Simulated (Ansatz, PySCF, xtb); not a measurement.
Energy difference 3 R1 → 2 P1, each structure at its B3LYP-D3(BJ)/def2-TZVP stationary point, reached from a drawn start (curvature not checked).
R1, O2Si2 (charge 0, multiplicity 1, Z-matrix in Å and degrees):
```
O
Si 1 1.6993
Si 1 1.6993 2 92.72
O 2 1.6993 1 87.28 3 0.00
```
P1: O3Si3 (SMILES [o+]1[si-][o+][si-][o+][si-]1), charge 0, multiplicity 1.

P less R. No zero-point or thermal terms.

Codes used: Ansatz (Gaussian orbitals); PySCF for the D3/D4 terms; xtb for the GFN methods. Each number belongs to the level named beside it.

Problem. One of these levels gives -67.11 kcal/mol for the reaction energy. Name it.
A) B3LYP-D4/def2-TZVPP
B) revPBE-D4/def2-TZVPP
C) GFN2-xTB

Solution. B, revPBE-D4/def2-TZVPP. The others give -119.21 (GFN2-xTB), -75.68 (B3LYP-D4/def2-TZVPP)

Ansatz is a first-principles code.
